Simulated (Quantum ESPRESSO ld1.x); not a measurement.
Question: Cu11+, configuration [Ar]. Method: scalar-relativistic Kohn-Sham, relativistic LDA (MacDonald-Vosko exchange, VWN5 correlation), spin-unpolarised, spherical densities, point nucleus; computed with ld1.x of Quantum ESPRESSO 7.5. Some entries of the table are withheld. Estimate them.

| orbital | occ. | eigenvalue (hartree) | <r> (bohr) |
|---|---|---|---|
| 1s | 2 | (1) | 0.05232 |
| 2s | 2 | (2) | 0.2352 |
| 2p | 6 | -45.7024 | 0.2062 |
| 3s | 2 | (3) | 0.6378 |
| 3p | 6 | (4) | (5) |

Answer: 
(1) 1s eigenvalue (hartree): -335.464
(2) 2s eigenvalue (hartree): -50.9515
(3) 3s eigenvalue (hartree): -14.5203
(4) 3p eigenvalue (hartree): -12.9069
(5) 3p <r> (bohr): 0.6377
